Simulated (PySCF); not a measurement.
A side-by-side comparison of computed properties.

First species: C₅H₁₄OP₂.
Geometry (GFN2-xTB, Å), atoms numbered from 1 in this order:
```
atom  x, y, z in Å
C1    -2.7046   -0.1713    1.3094
C2    -2.6212    0.2666   -0.1448
C3    -1.4291   -0.3696   -0.8482
P4     0.1305    0.1645   -0.0445
O5     0.1958    1.5906    0.2815
C6     1.4670   -0.3963   -1.1672
C7     2.8003    0.1135   -0.6380
P8     3.0773   -0.4681    1.1132
H9    -3.5788    0.2614    1.7902
H10   -2.7689   -1.2554    1.3859
H11   -1.8170    0.1678    1.8439
H12   -3.5421    0.0045   -0.6723
H13   -2.5035    1.3518   -0.1839
H14   -1.4931   -1.4588   -0.8401
H15   -1.3815   -0.0311   -1.8888
H16    0.2715   -0.6913    1.0480
H17    1.2661    0.0220   -2.1600
H18    1.4606   -1.4854   -1.2355
H19    2.8127    1.2059   -0.6611
H20    3.6236   -0.2621   -1.2546
H21    2.4103    0.5960    1.7171
H22    4.3137    0.1595    1.2490
```

Second species: C6H13ClSi.
SMILES: `C=C(C)[Si@@H](Cl)CCC`

Levels: PBE0/pcSseg-1 for HOMO energy, LUMO energy and HOMO–LUMO gap. Geometries: GFN2-xTB. Each species is one conformer at its optimised geometry, gas phase, non-relativistic unless stated. Electronic properties by PySCF.

The conformers computed, where there is a choice (atom-mapped SMILES and torsion angles):
- `[CH2:1]=[C:2]([CH3:3])[Si@@H:4]([Cl:5])[CH2:6][CH2:7][CH3:8]`: C1–C2–Si4–Cl5 123°, C2–Si4–C6–C7 56°, Si4–C6–C7–C8 -178°

The conformers of `CCC[P@H](=O)CCP` aren't listed.

Values for the first species:

```
HOMO energy   : -7.24 eV
LUMO energy   : 0.55 eV
HOMO–LUMO gap : 7.79 eV
```

(1) Estimate the same properties for the second species, and the change in each.

Answers

(1) 
```tsv
property	first	second	second less first
HOMO energy	-7.24 eV	-7.72 eV	-0.48 eV
LUMO energy	0.55 eV	-0.32 eV	-0.87 eV
HOMO–LUMO gap	7.79 eV	7.40 eV	-0.39 eV
```

